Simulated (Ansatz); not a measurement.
`NC1=C(O)B1F`, charge 0, multiplicity 1.

**Question.** Give a relaxed structure at PBE0-D4/def2-TZVP (Ansatz 0.2.0). (An estimate is asked.)

**Answer.** Ansatz gave: 
Cartesian coordinates in Å:
```
N 0.967 0.599 1.078
C -0.082 0.073 0.406
C -0.423 -0.442 -0.818
O 0.092 -0.659 -2.034
B -1.447 -0.462 0.210
F -2.656 -0.727 0.679
H 0.783 1.037 1.963
H 1.749 0.976 0.571
H 1.017 -0.395 -2.054
```
This is one stationary point; other conformers may exist.
